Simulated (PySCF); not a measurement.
C2H10FNSi2, SMILES C(F)[SiH2]NC[SiH3].

Geometry optimised at B3LYP-D3(BJ)/def2-SVP. This is a generated structure with no PubChem entry under its InChIKey; it may be hypothetical. One conformer was computed; it need not be the lowest.

Computed with TDA-PBE/def2-SVPD (PySCF 2.14.0).

Vertical excitations. 

Problem. Estimate the UV-visible absorptions. (Estimate from the structure and the level; the computed values follow.)

Solution. 
```
state  energy (eV)  λ (nm)      f                          main pairs
-----  -----------  ------  -----  ----------------------------------
S1            4.90     253  0.004                      HOMO→LUMO 99 %
S2            5.46     227  0.033                    HOMO→LUMO+1 96 %
S3            5.67     219  0.020  HOMO→LUMO+2 66 %, HOMO→LUMO+3 31 %
S4            5.70     218  0.013  HOMO→LUMO+3 66 %, HOMO→LUMO+2 31 %
S5            5.93     209  0.067                    HOMO→LUMO+4 98 %
S6            6.09     203  0.011                    HOMO→LUMO+5 96 %
T1            4.72     263      0                      HOMO→LUMO 99 %
T2            5.24     237      0                    HOMO→LUMO+1 99 %
```
Triplets are in the Tamm–Dancoff approximation.
